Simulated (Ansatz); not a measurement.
Consider the formal exchange of groups at the Si–N bond: `C[Si](N)(N)F` + `BCCN` → `B[Si](C)(N)F` + `NCCN`.

Gas-phase electronic energies from Ansatz, PBE0-D4/def2-TZVP geometries. CCSD(T)/CBS adds triple-zeta CCSD(T) − MP2 to the extrapolated MP2 energy (def2 sets, frozen cores). Each species was taken in one conformer, which may not be the lowest.

`C[Si](N)(N)F`:

```xyz
12

C     1.317   -0.828   -0.342
Si   -0.097    0.130    0.385
N    -0.323    1.747   -0.099
N    -1.537   -0.698    0.028
F     0.241    0.261    1.952
H     2.267   -0.349   -0.094
H     1.238   -0.882   -1.430
H     1.350   -1.848    0.049
H     0.195    2.497    0.326
H    -0.653    1.982   -1.019
H    -2.432   -0.311    0.280
H    -1.566   -1.702   -0.038
```

`BCCN`:

Z-matrix (Å, degrees):
```
C
C 1 1.526
B 1 1.550 2 118.2
H 1 1.109 2 109.3 3 -115.7
H 1 1.098 2 111.3 3 131.0
N 2 1.453 1 116.8 3 173.8
H 2 1.095 1 109.2 3 -63.9
H 2 1.095 1 109.1 3 51.0
H 3 1.198 1 120.3 2 167.6
H 3 1.200 1 121.3 2 -15.5
H 6 1.013 2 110.4 1 -58.3
H 6 1.013 2 110.4 1 59.2
```

`B[Si](C)(N)F`:

Z-matrix (Å, degrees):
```
Si
C 1 1.859
N 1 1.708 2 107.8
B 1 2.009 2 118.4 3 -119.4
F 1 1.618 2 106.0 3 121.6
H 2 1.094 1 111.1 3 -57.2
H 2 1.092 1 111.0 3 63.3
H 2 1.092 1 110.6 3 -176.6
H 3 1.007 1 122.8 2 29.3
H 3 1.007 1 121.8 2 -173.8
H 4 1.199 1 119.6 2 173.6
H 4 1.197 1 123.9 2 -4.3
```

`NCCN`:

Z-matrix (Å, degrees):
```
C
C 1 1.521
N 1 1.455 2 110.8
H 1 1.104 2 108.9 3 125.5
H 1 1.095 2 108.6 3 -118.7
N 2 1.452 1 115.9 3 -60.1
H 2 1.095 1 108.8 3 177.5
H 2 1.094 1 108.6 3 61.3
H 3 1.013 1 110.3 2 71.9
H 3 1.012 1 110.8 2 -170.3
H 6 1.013 2 111.4 1 -54.7
H 6 1.012 2 110.9 1 65.6
```

| species | CCSD(T)/CBS(def2) energy (Eh) |
| --- | --- |
| `C[Si](N)(N)F` | -540.71017 |
| `BCCN` | -160.38726 |
| `B[Si](C)(N)F` | -510.71701 |
| `NCCN` | -190.31373 |

Task: Work out ΔE.

Result: ΔE = (-510.71701) + (-190.31373) − (-540.71017) − (-160.38726) = 0.06669 Eh = +175.1 kJ/mol.

Largest T1 diagnostic among the species: 0.011.

From PBE to PBE0 (25 % exact exchange), in def2-TZVPP and without D4, ΔE moves by +7.9 kJ/mol.
